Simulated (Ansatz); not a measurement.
One change: `BC([SiH3])Br` becomes `B[CH]([SiH3])[GeH3]`.

Ansatz, PBE0-D4/def2-TZVP geometries, multiplicity 1. 

Scalar relativity is left out up to krypton. Spin–orbit coupling is left out; it splits and shifts lone-pair levels of the heavy atoms by tenths of an eV.

| property | `BC([SiH3])Br` |
| --- | --- |
| LUMO energy (PBE0/def2-TZVPP) / eV | -1.88 |
| HOMO–LUMO gap (ωB97M-V/def2-TZVPP) / eV | 10.02 |
| HOMO–LUMO gap (PBE0/def2-TZVPP) / eV | 5.88 |
| HOMO energy (PBE0/def2-TZVPP) / eV | -7.76 |
| HOMO–LUMO gap (PBE/def2-TZVPP) / eV | 3.70 |
| LUMO energy (PBE/def2-TZVPP) / eV | -2.84 |

(1) Give the same properties after the change, and the shifts. (An estimate is asked.)

Answers

(1) Ansatz gave: 
| property | `B[CH]([SiH3])[GeH3]` | shift |
| --- | --- | --- |
| LUMO energy (PBE0/def2-TZVPP) / eV | -1.30 | 0.58 |
| HOMO–LUMO gap (ωB97M-V/def2-TZVPP) / eV | 11.26 | 1.24 |
| HOMO–LUMO gap (PBE0/def2-TZVPP) / eV | 7.20 | 1.32 |
| HOMO energy (PBE0/def2-TZVPP) / eV | -8.50 | -0.74 |
| HOMO–LUMO gap (PBE/def2-TZVPP) / eV | 4.98 | 1.28 |
| LUMO energy (PBE/def2-TZVPP) / eV | -2.26 | 0.58 |

With PBE0 the HOMO falls by 0.74 eV and the LUMO rises by 0.58 eV, so the gap widens by about 1.32 eV. PBE moves the HOMO by -0.69 eV and ωB97M-V by -0.72 eV.
